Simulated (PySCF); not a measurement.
## Krypton: a sound run and one with changed settings

Sound run: Kr [Kr], Kr+ [Ar] 3d10 4s2 4p5. Computed with PySCF 2.14 in pcseg-2 (6s5p3d1f, 43 functions), with no relativity, point nucleus. In the sound run the correlated levels freeze [Ar] 3d10. The sound run starts from symmetry-adapted Hartree-Fock orbitals and uses a fine grid where one is needed.

Changed run: initial guess atom, at most 3 SCF cycles. This setting is unsound on purpose.

```csv
species,method,sound run (hartree),changed run (hartree),converged
Kr,UHF,-2752.02415,-2752.02415,yes
Kr,r2SCAN,-2753.78530,-2753.78529,no
Kr,LDA,-2750.13090,-2750.13087,no
Kr,MP2,-2752.19482,-2752.19482,yes
Kr,CCSD(T),-2752.21595,-2752.21595,yes
Kr+,UHF,-2751.54303,-2751.54276,no
Kr+,r2SCAN,-2753.26382,-2753.26366,no
Kr+,LDA,-2749.60297,-2749.60280,no
```

The SCF was stopped early; the energies are upper bounds that still move, and correlated levels were skipped or rest on poor orbitals.
